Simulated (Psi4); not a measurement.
Psi4 input (wB97X-D/6-31G*):

```
memory 1500 MB

molecule {
1 1
B     0.14414957   -0.00616732   -0.00768719
H    -0.40731316   -1.05719127   -0.00044344
H    -0.31343467    1.08802789    0.03887940
symmetry c1
no_reorient
no_com
}

set {
  basis 6-31G*
  reference rks
  scf_type pk
  dft_radial_points 99
  dft_spherical_points 590
  e_convergence 1e-8
  d_convergence 1e-7
  maxiter 150
}

e = energy('wb97x-d')
print_out(f'\nFINAL {e:.10f} DIPOLE {variable("CURRENT DIPOLE")[0]:.6f} {variable("CURRENT DIPOLE")[1]:.6f} {variable("CURRENT DIPOLE")[2]:.6f}\n')
```

**Question.** What final total energy does it give?

**Answer.** -25.59139 Eh.
